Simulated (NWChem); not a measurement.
System: C₄H₆O; SMILES C#CCOC

Here is an NWChem input.

```
start job
memory heap 200 mb stack 900 mb global 1100 mb
geometry units angstroms noautosym nocenter noautoz
  C      0.281894     2.573035     0.000000
  C     -0.088900     1.421565     0.000000
  C     -0.568735     0.043834     0.000000
  O      0.498731    -0.856083     0.000000
  C      0.080102    -2.185409     0.000000
  H      0.618405     3.593509     0.000000
  H     -1.219122    -0.109146     0.888309
  H     -1.219122    -0.109146    -0.888309
  H      0.977815    -2.818549     0.000000
  H     -0.524681    -2.432638     0.895811
  H     -0.524681    -2.432638    -0.895811
end
basis spherical
  * library def2-svp
end
dft
  xc m06-2x
  iterations 150
end
cosmo
  dielec 37.5
end
task dft energy
```

The geometry was optimised at PBE0/def2-SVP.

Level: M06-2X/def2-SVP with COSMO at NWChem's default radii, gas-phase geometry; the question gives the dielectric constant.

Predict the main results of this run. (M06-2X/def2-SVP, COSMO on the gas-phase geometry.) Quantities: electrostatic solvation energy (kcal/mol); dipole in solution (D).


```yaml
electrostatic solvation energy (kcal/mol): -5.7
dipole in solution (D): 2.08
```
